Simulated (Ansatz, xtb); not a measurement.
**A geometry optimisation of Cl2FH3Si2 with r2SCAN-D4/def2-SVP**

The starting geometry of this gas-phase singlet has its atoms placed at random.

```yaml
atoms:
  - { symbol: Cl, position_ang: [0.5648, 0.9727, -0.9541] }
  - { symbol: Cl, position_ang: [0.4379, 0.7978, 1.1684] }
  - { symbol: F, position_ang: [-1.0772, 1.3518, -0.2307] }
  - { symbol: Si, position_ang: [-1.9813, -0.6287, 0.3246] }
  - { symbol: Si, position_ang: [1.4997, -0.5920, -0.4130] }
  - { symbol: H, position_ang: [-1.8791, 1.1408, 0.0697] }
  - { symbol: H, position_ang: [0.6835, -0.6124, -2.0503] }
  - { symbol: H, position_ang: [-0.6733, 1.7982, 0.2736] }
```

Problem. Guess where an optimisation with r2SCAN-D4/def2-SVP ends from this start.

Solution. It loosens into Cl2H2Si2 + FH, which stay close as a complex. Distances that change by over a tenth: Cl1–F3 (1.83 → 3.21 Å), Cl1–Si5 (1.90 → 2.14 Å), F3–H8 (0.79 → 0.93 Å). Contacts that open: Cl1–Cl2 (2.13 → 3.36 Å), F3–H6 (0.88 → 2.51 Å). Contacts that close: Cl2–Si4 (2.93 → 2.34 Å), Si4–H6 (1.79 → 1.52 Å), Si4–H7 (3.57 → 1.68 Å), Si5–H7 (1.83 → 1.73 Å).

The energy falls by 20.28 eV over 28 steps:

```csv
step,E − E(last) (eV)
1,20.279
4,5.975
7,2.180
10,1.008
13,0.240
16,0.085
19,0.039
22,0.012
25,0.000
28,0.000
```

Final geometry (Å):

```yaml
atoms:
  - { symbol: Cl, position_ang: [0.9648, 1.4542, -1.5619] }
  - { symbol: Cl, position_ang: [0.3161, 0.0386, 1.4121] }
  - { symbol: F, position_ang: [-1.3023, 2.6436, 0.3683] }
  - { symbol: Si, position_ang: [-1.3864, -0.9732, 0.1738] }
  - { symbol: Si, position_ang: [1.3805, -0.3977, -0.5770] }
  - { symbol: H, position_ang: [-1.6653, 0.3359, -0.5423] }
  - { symbol: H, position_ang: [-0.0924, -1.2572, -0.8533] }
  - { symbol: H, position_ang: [-0.6400, 2.3840, -0.2317] }
```

From the same start GFN2-xTB ends elsewhere, in pieces: Cl2H2Si2 + FH.

From so rough a start the end depends on the optimiser's path, so another program may land elsewhere. No frequencies were run, so the end isn't proven a minimum. Run with Ansatz 0.2.0, 77 s on 2 threads of AMD EPYC 7R43 64-Core Processor (Zen 3), with other jobs on the host.
